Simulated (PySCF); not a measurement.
PySCF 2.14 output of an unrestricted B3LYP calculation on a single atom or ion in jorge-DZP-DKH, with the spin-free X2C one-electron Hamiltonian (Gaussian nucleus):

```
SCF conv_tol = 1e-09
number electrons alpha = 4  beta = 2
    P. J. Stephens, F. J. Devlin, C. F. Chabalowski, and M. J. Frisch.,  J. Phys. Chem. 98, 11623 (1994)
cycle= 1 E= -95.5467688662312  delta_E= -0.00235  |g|= 0.00821  |ddm|= 0.0358
cycle= 2 E= -95.5467834748351  delta_E= -1.46e-05  |g|= 0.000768  |ddm|= 0.00304
cycle= 3 E= -95.5467836105694  delta_E= -1.36e-07  |g|= 3.34e-05  |ddm|= 0.000299
cycle= 4 E= -95.5467836107038  delta_E= -1.34e-10  |g|= 1.42e-06  |ddm|= 1.44e-05
converged SCF energy = -95.5467836107038  <S^2> = 2.0011081  2S+1 = 3.0007386
```

The run itself started from symmetry-adapted Hartree-Fock orbitals and held the occupation by maximum overlap, on a logarithmic radial grid, so the iterations belong to that start.

**Question.** Which element, charge and spin multiplicity is this?

**Answer.** F³⁺ (fluorine, charge +3), multiplicity 3; the state was [He] 2s2 2p2, high-spin 3P determinant.
